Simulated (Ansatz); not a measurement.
A structure relaxed at PBE0-D4/def2-SVP in Ansatz, charge 0, singlet:

```xyz
26

Si    1.789   -0.298    0.490
F     3.343   -0.558    0.915
C     1.382   -1.277   -1.052
Si   -0.398   -0.987   -1.547
F    -0.745   -1.845   -2.892
C    -1.520   -1.521   -0.149
Si   -1.131   -0.544    1.398
F    -2.114   -1.016    2.613
C     0.654   -0.837    1.876
C    -1.382    1.278    1.052
Si   -0.259    1.829   -0.340
F    -0.485    3.418   -0.635
C     1.520    1.521    0.149
C    -0.654    0.837   -1.876
H     1.548   -2.353   -0.867
H     2.053   -0.976   -1.874
H    -2.575   -1.365   -0.435
H    -1.387   -2.600    0.047
H     0.893   -0.274    2.795
H     0.812   -1.908    2.094
H    -2.435    1.465    0.780
H    -1.166    1.865    1.961
H     2.193    1.854   -0.660
H     1.768    2.111    1.049
H    -1.699    1.019   -2.181
H    -0.005    1.162   -2.708
```

Question: Give its formula, name or SMILES and point group.

Answer: (FSi)4CH26 adamantane (C₆H₁₂F₄Si₄). Point group Td (tolerance 0.1 Å).

Question: Summarise the bond lengths by kind (pairs closer than 1.2 times the sum of covalent radii, bridged metal pairs left out).

Answer: 12 × C–Si 1.87 Å; 4 × F–Si 1.63 Å; 12 × C–H 1.10 Å.
